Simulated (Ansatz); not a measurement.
Basis-set extrapolation for C2H4AlNO, SMILES `N=C=C[O][AlH2]` (PBE0-D4/def2-TZVP geometry, frozen core, Ansatz 0.2.0). Multiplicity 1, RHF reference.

```tsv
	def2-TZVPP	def2-QZVPP
HF	-449.354594	-449.371419
MP2 correlation	-0.816183	-0.874756
CCSD(T) correlation	-0.880929	not run
```

Energies in hartree. Use E(X) = E(∞) + A·exp(−7.88·√X) for Hartree–Fock and E(X) = E(∞) + B·X^(−2.97) for correlation, with X = 3 and 4, and add CCSD(T) minus MP2 of the smaller set to the MP2 limit.

**Question.** What is the CCSD(T) energy at the basis-set limit?

**Answer.** HF limit: -449.371419 + (-0.016825) × 0.13774 = -449.37374. MP2 limit: -0.874756 + (-0.058573) × 0.74074 = -0.91814. Higher-order term: -0.880929 − (-0.816183) = -0.06475. Total: -450.35663 hartree, 318.0 kJ/mol below CCSD(T)/def2-TZVPP.
